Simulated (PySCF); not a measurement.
W(O)2(NH2)2 (H₄N₂O₂W), SMILES [NH2][W]([NH2])(=[O])=[O], multiplicity 1. Heavy atoms are numbered as in [W:1](=[O:2])(=[O:3])([NH2:4])[NH2:7]. Hydrogens are named by the atom that carries them.

The structure is a stationary point at r2SCAN-D4/def2-SVP. The spin state was assumed, not searched. The structure was generated by enumeration; whether it is a known compound was not checked. The def2 effective core potentials stand for the cores of W; spin–orbit coupling is left out. One conformer was computed; it need not be the lowest.

Level of theory: HF/def2-TZVP run with PySCF.

Atomic charges (e), one atom of each kind:

| atom | Löwdin | Mulliken |
|---|---|---|
| W1 | 1.12 | 1.93 |
| O2 | -0.44 | -0.66 |
| N4 (NH2) | -0.45 | -0.87 |
| H on N4 | 0.16 | 0.28 |
